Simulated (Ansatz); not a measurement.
Reaction (ligand exchange at a Ga–Br bond): `[CH3][Ga]([F])[Br]` + H–F → `[CH3][Ga]([F])[F]` + HBr

Isolated molecules relaxed with PBE0-D4/def2-TZVP in Ansatz; ΔE leaves out vibrations. CBS: MP2 limit from def2 TZ/QZ plus the TZ coupled-cluster correction, frozen cores. This one scheme is used for every species. DFT in def2-TZVPP. B3LYP here is the variant with VWN-RPA as its local correlation; programs differ in this. For Br, Ga outer-core shells are correlated without core-valence functions, which leaves a few kJ/mol of doubt a bond. Scalar relativity is left out up to krypton.

| level | ΔE (kJ/mol) | difference from CCSD(T)/CBS |
| --- | --- | --- |
| r2SCAN-D4 | 38.3 | -7.2 |
| B3LYP-D4 | 38.3 | -7.2 |
| CAM-B3LYP-D4 | 32.6 | -12.9 |
| BLYP | 26.6 | -18.9 |
| PBE0 | 43.9 | -1.6 |
| MP2/def2-SVP | 26.7 | -18.8 |
| HF/def2-QZVPP | 37.6 | -7.9 |
| SCS-MP2/def2-QZVPP | 39.8 | -5.7 |
| HF/CBS(def2) | 37.2 | -8.3 |
| MP2/CBS(def2) | 49.6 | 4.1 |
| CCSD(T)/CBS | 45.5 | 0 |

Largest T1 diagnostic among the species: 0.014.

The D4 term adds +5.4 kJ/mol with B3LYP and +2.9 kJ/mol with PBE0; it sums over pairs of atoms, weighted by their polarisabilities, and B3LYP, whose exchange is more repulsive, gets the larger term. From BLYP to BHLYP (50 % exact exchange), in def2-TZVPP and without D4, ΔE moves by +10.9 kJ/mol. Leaving LDA and LC-ωPBE aside and taking each functional with its dispersion term where it has one, the values, not all of them listed here, spread over 14.8 kJ/mol, from B97M-V to HSE06-D4.

CCSD(T)/CBS has its own doubt, a few kJ/mol and more with outer-core shells, so smaller differences from it don't rank the levels.
